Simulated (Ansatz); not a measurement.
Species: C$_{2}$H$_{6}$Br$_{2}$GeO$_{2}$ (charge 0, singlet). SMILES: C[O][Ge]([Br])([Br])[O]C
Coordinates optimised at B3LYP-D3(BJ)/def2-TZVP (Ansatz, a quantum-chemistry and plane-wave program):
```
Ge
O 1 1.7526
C 2 1.4314 1 119.57
H 3 1.0891 2 106.59 1 -179.51
H 3 1.0920 4 109.28 2 120.34
H 3 1.0930 4 108.96 5 119.46
O 1 1.7607 2 107.66 3 -59.76
C 7 1.4267 1 121.10 2 178.54
H 8 1.0893 7 106.88 1 -179.05
H 8 1.0930 9 109.03 7 -120.51
H 8 1.0931 9 108.98 10 -119.15
Br 1 2.2957 2 107.44 3 -179.95
Br 1 2.3200 2 111.23 3 59.29
```

Computed values are from Ansatz. Correlated levels leave the core frozen unless marked. Open shells are spin-unrestricted. Spin-orbit coupling is left out. Frozen are the shells of the preceding noble gas and the d and f shells that filled before the atom's block. No relativistic terms. CBS(X,Y): correlation extrapolated as X^-3; Hartree-Fock from the larger set.

```yaml
atomisation energy De: 1115.1 kcal/mol at CCSD(T)/CBS(cc-pVTZ,cc-pVQZ)
total_energy: -7451.0657 Eh at CCSD(T)/CBS(cc-pVTZ,cc-pVQZ)
dipole_moment: 1.66 D at CCSD(T)/aug-cc-pVDZ
T1 diagnostic: 0.012 at CCSD/cc-pVQZ
```
